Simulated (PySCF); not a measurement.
F4Sb, charge +1, singlet, at a GFN2-xTB geometry (all electrons, no relativity). Base run: PBE0/STO-3G (PySCF).

Input for PySCF:
```python
from pyscf import gto, scf, dft

mol = gto.Mole()
mol.atom = '''
    Sb    0.000000    0.000000    0.000000
    F     1.787168   -0.303572   -0.627887
    F    -0.081558    0.810226    1.737023
    F    -0.735080    1.128017   -1.366602
    F    -0.970530   -1.634671    0.257466
'''
mol.basis = 'sto-3g'
mol.charge = 1
mol.spin = 0
mol.verbose = 4
mol.build()

mf = dft.RKS(mol)
mf.xc = 'pbe0'
mf.kernel()
mo_i, mo_e, stable_i, stable_e = mf.stability(internal=True, external=True, return_status=True, nroots=6, tol=1e-6)
print('internally stable:', stable_i, ' externally stable:', stable_e)
if not stable_e:
    umf = mf.to_uhf() if not hasattr(mf, 'xc') else mf.to_uks()
    umf.scf_summary = {}
    umf.kernel(umf.make_rdm1(mo_e, umf.mo_occ))
mf.analyze()
```

The bond that is stretched is that between atoms 5 and 1. A test that says stable can miss a lower solution.

Variants of this job, named by their change:

```
change       ΔE vs base (kcal/mol)  <S^2>  E after following the instability (Eh)  <S^2> there  HOMO-LUMO gap (eV)   stability test says        outcome
-----------  ---------------------  -----  --------------------------------------  -----------  ------------------  --------------------  -------------
base                         0.000  0.000                                       -            -                7.12                stable      converged
bond × 1.25                  34.03  0.000                             -6646.05462         0.00                4.70  external instability      converged
bond × 1.5                    79.1  0.000                             -6645.98274         0.00                3.10  external instability      converged
bond × 1.8                       -      -                                       -            -                   -                     -  not converged
bond × 2.2                       -      -                                       -            -                   -                     -  not converged
bond × 3.0                       -      -                                       -            -                   -                     -  not converged
```

Where a bond breaks into two radicals, a solution with restricted orbitals usually stops being the lowest and lies too high; an unrestricted one lies lower at the price of spin contamination, which <S^2> shows.
